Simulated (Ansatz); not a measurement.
Two members of one family (Series GeCl2X2), computed with Ansatz in the gas phase. The two geometries come from different levels. Binding counts from free atoms in the multiplicity of their measured ground term, without zero-point energy. A dash marks a value that wasn't run or was left out as unsound. The structures are stationary points that may keep the symmetry of their start. Remarks come from the PBE and PBE0 runs and from stability tests at other levels; not every state was tested. HOMO above LUMO (over both spins in singlets and doublets, within one spin in higher multiplets; at PBE or PBE0), or a gap under 0.15 eV within one spin, warns that the state may not be the lowest or that an electron is smeared out.

First: GeF2Cl2 (singlet, charge 0, PBE-D4/def2-SVP geometry).

```xyz
5

Ge    0.0224   -0.0487    0.0160
F     0.6575   -1.2911   -1.0104
F     0.2275   -0.6162    1.6398
Cl   -2.0508    0.2154   -0.3880
Cl    1.1435    1.7406   -0.2573
```

```json
{"level": "LDA (SPW92)/def2-TZVP", "HOMO (eV)": "-8.81", "LUMO (eV)": "-3.74", "gap (eV)": "5.07", "vertical IE (eV)": "–", "vertical triplet (eV)": "–", "binding per atom (eV)": "4.08"}
{"level": "PBE-D4/def2-TZVP", "HOMO (eV)": "-8.64", "LUMO (eV)": "-3.38", "gap (eV)": "5.26", "vertical IE (eV)": "11.85", "vertical triplet (eV)": "5.39", "binding per atom (eV)": "3.54"}
{"level": "PBE-D4/def2-TZVPD", "HOMO (eV)": "-8.70", "LUMO (eV)": "-3.50", "gap (eV)": "5.20", "vertical IE (eV)": "–", "vertical triplet (eV)": "–", "binding per atom (eV)": "3.53"}
{"level": "PBE0-D4/def2-TZVP", "HOMO (eV)": "-10.15", "LUMO (eV)": "-2.36", "gap (eV)": "7.78", "vertical IE (eV)": "12.39", "vertical triplet (eV)": "5.93", "binding per atom (eV)": "3.40"}
{"level": "LC-ωPBE/def2-TZVP", "HOMO (eV)": "-13.00", "LUMO (eV)": "0.01", "gap (eV)": "13.01", "vertical IE (eV)": "–", "vertical triplet (eV)": "–", "binding per atom (eV)": "3.40"}
```

Remarks: gap within one spin near zero at PBE or PBE0 (+1 doublet), gap within one spin near zero at PBE or PBE0 (triplet).

Second: Ge(OH)2Cl2 (singlet, charge 0, PBE0-D4/def2-SVP geometry).

```xyz
7

Ge   -0.024    0.114   -0.032
O    -1.170   -1.111    0.443
H    -2.053   -0.954    0.089
O     1.539   -0.654    0.053
H     2.259   -0.026    0.185
Cl   -0.070    1.818    1.265
Cl   -0.481    0.813   -2.003
```

Task: What does the change do? Estimate second minus first.

Result: 
| level | Δ HOMO (eV) | Δ LUMO (eV) | Δ gap (eV) | Δ vertical IE (eV) | Δ vertical triplet (eV) | Δ binding per atom (eV) |
| --- | --- | --- | --- | --- | --- | --- |
| LDA (SPW92)/def2-TZVP | 0.83 | 1.19 | 0.36 | – | – | 0.07 |
| PBE-D4/def2-TZVP | 0.82 | 1.15 | 0.33 | -1.11 | 0.16 | 0.06 |
| PBE-D4/def2-TZVPD | 0.80 | 1.08 | 0.29 | – | – | 0.07 |
| PBE0-D4/def2-TZVP | 0.79 | 1.15 | 0.36 | -0.93 | 0.41 | 0.08 |
| LC-ωPBE/def2-TZVP | 0.77 | 1.12 | 0.35 | – | – | 0.07 |

Remarks: gap within one spin near zero at PBE or PBE0 (+1 doublet), gap within one spin near zero at PBE or PBE0 (triplet).
